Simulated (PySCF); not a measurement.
C4H12Si.

```xyz
17

C     -1.0854     1.0854    -1.0854
Si     0.0000     0.0000     0.0000
C      1.0854     1.0854     1.0854
C      1.0854    -1.0854    -1.0854
C     -1.0854    -1.0854     1.0854
H     -1.7295     1.7295    -0.4819
H     -1.7295     0.4819    -1.7295
H     -0.4819     1.7295    -1.7295
H      1.7295     0.4819     1.7295
H      0.4819     1.7295     1.7295
H      1.7295     1.7295     0.4819
H      1.7295    -1.7295    -0.4819
H      1.7295    -0.4819    -1.7295
H      0.4819    -1.7295    -1.7295
H     -1.7295    -1.7295     0.4819
H     -0.4819    -1.7295     1.7295
H     -1.7295    -0.4819     1.7295
```
Charge 0, spin multiplicity 1.

The structure is a stationary point at B3LYP-D3(BJ)/def2-TZVP.

The numbers are results of PBE0/pcSseg-2 (PySCF), not measurements. Non-relativistic, no solvent.

Task: Give the absolute GIAO shielding of each atom: isotropic value and principal components (ppm). (Estimate from the structure and the level; the computed values follow.)

Result: 
| atom | σ(iso) | σ11 | σ22 | σ33 | span |
|---|---|---|---|---|---|
| C1 | 186.1 | 183.4 | 183.4 | 191.5 | 8.1 |
| Si2 | 341.9 | 341.9 | 341.9 | 341.9 | 0.0 |
| C3 | 186.1 | 183.4 | 183.4 | 191.5 | 8.1 |
| C4 | 186.1 | 183.4 | 183.4 | 191.5 | 8.1 |
| C5 | 186.1 | 183.4 | 183.4 | 191.5 | 8.1 |
| H6 | 31.5 | 27.6 | 29.0 | 38.0 | 10.4 |
| H7 | 31.5 | 27.6 | 29.0 | 38.0 | 10.4 |
| H8 | 31.5 | 27.6 | 29.0 | 38.0 | 10.4 |
| H9 | 31.5 | 27.6 | 29.0 | 38.0 | 10.4 |
| H10 | 31.5 | 27.6 | 29.0 | 38.0 | 10.4 |
| H11 | 31.5 | 27.6 | 29.0 | 38.0 | 10.4 |
| H12 | 31.5 | 27.6 | 29.0 | 38.0 | 10.4 |
| H13 | 31.5 | 27.6 | 29.0 | 38.0 | 10.4 |
| H14 | 31.5 | 27.6 | 29.0 | 38.0 | 10.4 |
| H15 | 31.5 | 27.6 | 29.0 | 38.0 | 10.4 |
| H16 | 31.5 | 27.6 | 29.0 | 38.0 | 10.4 |
| H17 | 31.5 | 27.6 | 29.0 | 38.0 | 10.4 |
